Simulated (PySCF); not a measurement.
Job file and geometry (Å, from GFN2-xTB) of an NMR shielding run on SMILES FC(=C(C#CC(=O)[O-])F)F, [C5F3O2]-, GIAO PBE0/pcSseg-1 NMR shielding, non-relativistic, gas phase (PySCF); density fitting, a coarse starting grid and PySCF grid level 2 are the driver's defaults:

```
{"job": {"kind": "nmr", "xc": "PBE0", "basis": "pcSseg-1"}, "charge": -1, "multiplicity": 1}
O      2.739967     1.337690     0.694686
C      2.760973     0.470557    -0.182523
O      3.631826     0.036831    -0.917472
C      1.337398    -0.114982    -0.281886
C      0.148495    -0.266055    -0.083138
C     -1.204820    -0.556832     0.132634
F     -1.504838    -1.498805     1.070495
C     -2.237546    -0.010860    -0.517527
F     -3.533316    -0.312433    -0.319395
F     -2.129255     0.919543    -1.471244
```

**Question.** Write the output of this run.

**Answer.** 
```
coarse grid: 10864 points
cycle   1  E = -639.3207315270  dE =  1.928e+00  |g| = 1.307e+00  |ddm| = 3.431e+00
cycle   2  E = -633.4897796706  dE =  5.831e+00  |g| = 4.029e+00  |ddm| = 5.355e+00
cycle   3  E = -639.4224482290  dE = -5.933e+00  |g| = 9.316e-01  |ddm| = 4.866e+00
cycle   4  E = -639.6227389721  dE = -2.003e-01  |g| = 3.430e-01  |ddm| = 9.729e-01
cycle   5  E = -639.6302322641  dE = -7.493e-03  |g| = 2.852e-01  |ddm| = 6.777e-01
cycle   6  E = -639.6486288008  dE = -1.840e-02  |g| = 6.299e-02  |ddm| = 2.654e-01
cycle   7  E = -639.6494131782  dE = -7.844e-04  |g| = 2.551e-02  |ddm| = 6.470e-02
cycle   8  E = -639.6495286298  dE = -1.155e-04  |g| = 7.361e-03  |ddm| = 2.579e-02
cycle   9  E = -639.6495389737  dE = -1.034e-05  |g| = 3.850e-03  |ddm| = 9.079e-03
cycle  10  E = -639.6495414215  dE = -2.448e-06  |g| = 1.470e-03  |ddm| = 4.012e-03
final grid: 113272 points
cycle  11  E = -639.7495678970  dE = -2.293e-05  |g| = 1.197e-02  |ddm| = 4.509e-02
cycle  12  E = -639.7495192636  dE =  4.863e-05  |g| = 2.021e-02  |ddm| = 3.261e-02
cycle  13  E = -639.7495935305  dE = -7.427e-05  |g| = 1.238e-03  |ddm| = 2.110e-02
cycle  14  E = -639.7495937904  dE = -2.599e-07  |g| = 6.496e-04  |ddm| = 1.407e-03
cycle  15  E = -639.7495938790  dE = -8.862e-08  |g| = 1.672e-04  |ddm| = 6.629e-04
cycle  16  E = -639.7495938849  dE = -5.835e-09  |g| = 5.860e-05  |ddm| = 2.190e-04
cycle  17  E = -639.7495938856  dE = -6.989e-10  |g| = 1.709e-05  |ddm| = 6.700e-05
converged SCF energy = -639.7495938856

GIAO shielding tensors (ppm)
atom      isotropic    diamagn.    paramagn.     s11        s22        s33       span
  0 O      -68.677     409.515    -478.192   -310.429    -25.779    130.177    440.606
  1 C       34.354     246.672    -212.319    -72.452     46.309    129.204    201.656
  2 O       -3.703     405.022    -408.725   -204.397    -41.055    234.344    438.740
  3 C       53.975     262.475    -208.500    -24.432     -9.730    196.086    220.518
  4 C      124.900     263.004    -138.103     49.177     70.346    255.178    206.001
  5 C       57.900     246.632    -188.733     20.132     63.249     90.318     70.185
  6 F      348.693     472.446    -123.754    313.732    365.516    366.831     53.098
  7 C       12.606     250.797    -238.190    -40.474     22.053     56.240     96.714
  8 F      283.386     470.640    -187.254    264.173    275.675    310.309     46.136
  9 F      302.203     475.554    -173.351    253.098    301.329    352.182     99.084
```

**Question.** Turn these shieldings into chemical shifts. Chemical shifts δ = σref − σ; $^{17}$O (σ = 336.08 ppm) vs H2O; $^{13}$C (σ = 186.93 ppm) vs TMS; CFCl3 for $^{19}$F (σ = 170.95 ppm), all at this level.

**Answer.** Averaging equivalent atoms: O 0: 404.8; O 2: 339.8; C 7: 174.3; C 1: 152.6; C 3: 133.0; C 5: 129.0; C 4: 62.0; F 8: -112.4; F 9: -131.3; F 6: -177.7 ppm. Unscaled 19F shifts against computed CFCl3 carry errors that often reach 10 to 50 ppm. Unscaled 17O shifts of doubly bonded oxygen tend to come out too high, by tens of ppm or more. Experimental scales use liquid or dissolved standards, which lie at an offset from isolated H2O (liquid H2O: subtract about 36 ppm).

Size and cost of the density-fitted run: 170 basis functions, 19 s wall time on 1 thread of an Arm Neoverse V1, shared host.
